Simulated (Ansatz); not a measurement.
Reaction (atomization): `C[O][GeH][OH]`• → C• + Ge• + 5 H• + 2 O•

Computed with Ansatz on PBE0-D4/def2-TZVP structures; ΔE is electronic, products minus reactants. CBS: MP2 limit from def2 TZ/QZ plus the TZ coupled-cluster correction, frozen cores. This one scheme is used for every species, atoms too. Functionals use def2-TZVPP. B3LYP here is the variant with VWN-RPA as its local correlation; programs differ in this. No spin–orbit coupling; open shells (•) take unrestricted orbitals. Spin–orbit coupling would lower the free atoms: a little for C, O; clearly for Ge. For Ge outer-core shells are correlated without core-valence functions, so the limit isn't a true one: a few kJ/mol of doubt a bond, and 10 to 20 or more in all where bonds break to atoms. Scalar relativity is left out up to krypton. Each species was taken in one conformer, which may not be the lowest.

`C[O][GeH][OH]`•:

```xyz
9

C     1.088   -0.176    0.824
O    -0.111   -0.874    0.596
Ge   -1.495   -0.099   -0.219
O    -0.913    0.794   -1.654
H     1.818   -0.884    1.223
H     1.496    0.253   -0.099
H     0.961    0.629    1.559
H    -2.311   -1.294   -0.781
H    -0.533    1.651   -1.450
```

| level | ΔE (kcal/mol) |
| --- | --- |
| B3LYP | 732.1 |
| SCS-MP2/def2-TZVPP | 731.6 |
| CCSD(T)/def2-TZVPP | 722.6 |
| MP2/CBS(def2) | 755.2 |

Task: What does CCSD(T)/CBS give? (An estimate is asked.)

Result: The calculation gave: +741.0 kcal/mol. The listed levels differ from it by -8.9, -9.4, -18.4, 14.2 kcal/mol.

Largest T1 diagnostic among the species: 0.015.

From r2SCAN to r2SCAN0 (25 % exact exchange), in def2-TZVPP and without D4, ΔE moves by −18.2 kcal/mol: exact exchange takes away binding that semilocal exchange gives to molecules. In def2-TZVPP, CCSD(T) changes the Hartree–Fock value by +211.2 kcal/mol (the triples alone add +12.6 kcal/mol) and MP2 by +225.4 kcal/mol; breaking electron pairs costs correlation energy, which Hartree–Fock lacks. Leaving LDA and LC-ωPBE aside and taking each functional with its dispersion term where it has one, the values, not all of them listed here, spread over 46.9 kcal/mol, from BHLYP-D4 to PBE-D4. LDA lies +109.9 kcal/mol from PBE without D4, its usual overbinding.

For atomizations the MP2-based limit and the directly extrapolated one differ by several kJ/mol either way, and by 10 to 25 for some Ge, Se and Sn compounds, so smaller differences from it don't rank the levels.
